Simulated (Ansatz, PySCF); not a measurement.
This Ansatz (an electronic-structure program) input computes a B3LYP/def2-TZVPD energy:

Ansatz 0.2 input:
```yaml
crystal:
  periodic: [false, false, false]
  atoms:
    - {symbol: C, position_ang: [-1.27181763, 0.04497988, 0.05803607]}
    - {symbol: C, position_ang: [-0.79276306, -1.25623525, -0.06932325]}
    - {symbol: C, position_ang: [0.57274402, -1.36504895, -0.13660615]}
    - {symbol: C, position_ang: [1.30015021, -0.05938108, -0.06042966]}
    - {symbol: S, position_ang: [-0.00424744, 1.23162066, 0.10135521]}
    - {symbol: H, position_ang: [-2.30176463, 0.35411401, 0.12743714]}
    - {symbol: H, position_ang: [-1.45871037, -2.10793787, -0.11083390]}
    - {symbol: H, position_ang: [1.11161647, -2.29592116, -0.23609882]}
    - {symbol: H, position_ang: [1.97096976, 0.00686322, 0.80157416]}
    - {symbol: H, position_ang: [1.89596663, 0.15106361, -0.95382408]}
basis:
  gaussian:
    orbitals: def2-TZVPD
hamiltonian:
  xc: {name: B3LYP}
magnetization: {spin_polarized: true, initial_magnetization: 1}
output: {forces: true}
```

**Question.** Write an input for the same energy in PySCF and say what it gives.

**Answer.** 
```python
from pyscf import gto, scf, dft

mol = gto.M(
    atom='''
    C    -1.27181763    0.04497988    0.05803607
    C    -0.79276306   -1.25623525   -0.06932325
    C     0.57274402   -1.36504895   -0.13660615
    C     1.30015021   -0.05938108   -0.06042966
    S    -0.00424744    1.23162066    0.10135521
    H    -2.30176463    0.35411401    0.12743714
    H    -1.45871037   -2.10793787   -0.11083390
    H     1.11161647   -2.29592116   -0.23609882
    H     1.97096976    0.00686322    0.80157416
    H     1.89596663    0.15106361   -0.95382408
    ''',
    basis='def2-tzvpd',
    charge=0,
    spin=1,
    verbose=4,
)

mf = dft.UKS(mol, xc='b3lyp').density_fit(auxbasis='def2-universal-jkfit')
mf.grids.level = 3
mf.conv_tol = 1e-9
mf.max_cycle = 100
mf.max_memory = 1500
mf.kernel()
if not mf.converged:
    mf = mf.newton()
    mf.kernel(mf.make_rdm1())
for _ in range(2):
    mo, _, stable, _ = mf.stability(return_status=True)
    if stable:
        break
    mf.kernel(mf.make_rdm1(mo, mf.mo_occ))
mf.analyze()
```
It gives -553.66383 Eh, and Ansatz -553.66376 Eh, a difference of 0.07 mEh, from the treatment of integrals and grids.

It need not be the lowest isomer of its formula.
